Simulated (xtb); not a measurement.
C3H9B, triplet, geometry from GFN2-xTB (a higher spin typed on purpose: for a closed-shell molecule this is an excited state). Base run: xtb with GFN2-xTB.

Geometry (Å):
```xyz
13

B      0.0565     0.3942     0.3422
C      1.4195    -0.1352    -0.4837
H      1.2390    -1.0325    -1.0719
H      2.0894    -0.3647     0.3393
H      1.8513     0.6300    -1.1169
C     -0.5658    -0.6497     1.3729
H     -0.7981    -1.6189     0.9141
H     -1.4929    -0.2889     1.8220
H      0.1021    -0.8554     2.2113
C     -0.8567     0.6733    -1.0393
H     -1.7930     1.0143    -0.6082
H     -1.0282    -0.2272    -1.6252
H     -0.4340     1.4418    -1.6747
```
Charge 0, spin multiplicity 3.
All else is at xtb's defaults.
Base energy -12.05288 Eh.

Variants of this job, named by their change:

```
change          ΔE vs base (mEh)  dipole (D)  G_solv (kcal/mol)  SCF cycles
--------------  ----------------  ----------  -----------------  ----------
base                       0.000        1.46                  -          10
alpb = water              -1.395        1.71              -1.11          12
etemp = 3000              -4.435        0.99                  -          10
alpb = toluene            -6.241        1.56              -3.95          10
acc = 1000                 0.001        1.46                  -           7
```

ALPB and GBSA are two models with their own fitted parameters for each solvent, which aren't always the measured dielectric constant.
